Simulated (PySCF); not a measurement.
**Löwdin shares of the frontier orbitals**

Compound: C₄HF₃N₂.
Atom-mapped SMILES: `[N:1]#[C:2][CH:3]([C:4]#[N:5])[C:6]([F:7])([F:8])[F:9]` (hydrogens: H10 on C3)

Geometry (GFN2-xTB, Å), atoms numbered from 1 in this order:
```xyz
10
C4HF3N2 angstrom
N     -2.0116   -1.7527    0.1723
C     -1.2352   -0.9699   -0.1130
C     -0.2426    0.0335   -0.4681
C     -0.7699    1.3618   -0.1927
N     -1.1845    2.3985    0.0317
C      1.0502   -0.1972    0.3375
F      1.5645   -1.4034    0.0825
F      1.9832    0.7017    0.0125
F      0.8508   -0.1146    1.6506
H      0.0039   -0.0529   -1.5358
```

Theory: TDDFT B3LYP/def2-SVPD, vertical, gas phase, core orbitals frozen in the response in PySCF.

Kohn–Sham orbitals with the atoms that hold most of them (Löwdin shares over 4%, at most four atoms; ? is withheld):

```json
{"orbital": "LUMO+2", "ε (eV)": "-0.41", "atoms": "N5 21%, N1 21%, C4 19%, C2 18%"}
{"orbital": "LUMO+1", "ε (eV)": "-1.16", "atoms": "N5 18%, N1 17%, C3 16%, H10 16%"}
{"orbital": "LUMO", "ε (eV)": "-1.41", "atoms": "?"}
{"orbital": "HOMO", "ε (eV)": "-10.54", "atoms": "N1 23%, N5 23%, C2 17%, C4 17%"}
{"orbital": "HOMO-1", "ε (eV)": "-10.59", "atoms": "?"}
{"orbital": "HOMO-2", "ε (eV)": "-10.94", "atoms": "N5 27%, N1 27%, C4 16%, C2 16%"}
{"orbital": "HOMO-3", "ε (eV)": "-10.99", "atoms": "N5 25%, N1 25%, C4 22%, C2 22%"}
```

(1) Which atoms hold the LUMO, and with what shares?

(2) Give the leading atoms of the HOMO-1.

(3) The HOMO–LUMO gap is 9.13 eV. Where does the response calculation put the lowest singlet, and from which orbitals?

Results:

(1) N5 (bonded to C) 20%; N1 (bonded to C) 20%; C4 (bonded to C and N) 17%; C2 (bonded to C and N) 17%. By element: nitrogen 40%, carbon 34% or more.

(2) N1 (bonded to C) 28%; N5 (bonded to C) 28%; C2 (bonded to C and N) 21%; C4 (bonded to C and N) 21%. By element: nitrogen 55%, carbon 42% or more.

(3) S1 is at 7.58 eV (f = 0.0039), 1.55 eV below the gap, made of HOMO→LUMO (65%), HOMO→LUMO+1 (15%). Without the coupling terms of the response equations the lowest excitation would equal the gap.

Next come S2 at 7.65 eV (f 0.0015), HOMO-1→LUMO (58%), HOMO-3→LUMO (16%), HOMO-1→LUMO+1 (10%); S3 at 7.94 eV (f 0.0010), HOMO-1→LUMO+1 (56%), HOMO-3→LUMO (28%); S4 at 8.00 eV (f 0.0049), HOMO-3→LUMO+1 (44%), HOMO-3→LUMO (21%), HOMO-1→LUMO (15%); S5 at 8.02 eV (f 0.0041), HOMO→LUMO+1 (46%), HOMO-2→LUMO (35%).

Hardware: one thread of an Arm Neoverse N1, no GPU (shared host). Cost: 51 s, 0.77 GiB resident at most.
